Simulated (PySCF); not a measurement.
P⁺ (phosphorus, charge +1): M06-2X calculation

Configuration: [Ne] 3s2 3p2, high-spin 3P determinant. All numbers are calculated (PySCF 2.14, the non-relativistic Hamiltonian (point nucleus), in cc-pV(T+d)Z).

| Item | Value |
| --- | --- |
| Total energy | -340.8679 hartree |
| One-electron energy | -465.8749 hartree |
| Hartree (Coulomb) energy | 147.8725 hartree |
| Exchange-correlation energy | -22.8655 hartree |
| Kinetic energy | 340.05131 hartree |
| ⟨S²⟩ | 2.0034 |
| ⟨L²⟩ | 2.009 |
| Sum of ⟨r⟩ | 12.05 bohr |
| Sum of ⟨r²⟩ | 20.69 bohr² |
| Traceless quadrupole moment −½Σ⟨3z² − r²⟩ along its main axis | 1.95 e·bohr² |
| Density at the nucleus (Gaussians lack the cusp) | 2150 bohr⁻³ |
| Spin density at the nucleus | 0.446 bohr⁻³ |
| Langevin diamagnetic susceptibility | -16.4 ×10⁻⁶ cm³/mol |
| Time after the integrals | 0.25 s of wall time on 1 thread of Intel(R) Xeon(R) 6975P-C (shared host) |

```csv
shell,electrons,mean orbital energy (hartree),spread (hartree),"rms radius, mean of both spins (bohr)"
1s α,1,-78.50479,0,0.120
1s β,1,-78.48889,0,0.120
2s α,1,-7.28752,0,0.567
2s β,1,-7.28066,0,0.567
2p α,3,-5.40467,0.00341,0.541
2p β,3,-5.38522,0.01873,0.541
3s α,1,-1.00085,0,1.98
3s β,1,-0.89478,0,1.98
3p α,2,-0.63322,0,2.28
```
